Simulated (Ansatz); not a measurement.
System: sum formula SiHF₂ (charge 0, doublet). It need not be the lowest isomer of its formula. 
Structure (B3LYP-D3(BJ)/def2-TZVP (Ansatz, an electronic-structure program) minimum search):
```
Si
F 1 1.5990
F 1 1.5990 2 107.23
H 1 1.4916 2 107.47 3 115.28
```
Charge 0, spin multiplicity 2.

Property: atomisation energy (electronic, to ground-state atoms), in kcal/mol. Valence correlation only, unless marked. Open shells are spin-unrestricted. Spin-orbit coupling is left out. Non-relativistic. The coupled-cluster limit lacks core correlation, which all-electron functionals hold. Basis-set limits of correlation are two-point, X^-3; Hartree-Fock from the larger set (for Q and 5 zeta extrapolated as (X+1)exp(-9√X)).

| level | program | atomisation energy (kcal/mol) |
|---|---|---|
| BLYP-D4/def2-TZVPD | Ansatz + dftd4 | ___ |
| PBE0/def2-SVP | Ansatz | 325.4 |
| r2SCANh-D4/def2-TZVPD | Ansatz + dftd4 | 341.2 |
| LC-wPBE-D3(BJ)/def2-TZVPD | Ansatz + dftd3 | 343.5 |
| CCSD/cc-pV(Q+d)Z | Ansatz | ___ |
| CCSD(T)/CBS(cc-pV(Q+d)Z,cc-pV(5+d)Z) | Ansatz | ___ |

### Question
Some entries are withheld; supply them.

### Answer

- BLYP-D4/def2-TZVPD, atomisation energy (kcal/mol): 342.9
- CCSD/cc-pV(Q+d)Z, atomisation energy (kcal/mol): 335.7
- CCSD(T)/CBS(cc-pV(Q+d)Z,cc-pV(5+d)Z), atomisation energy (kcal/mol): 346.0
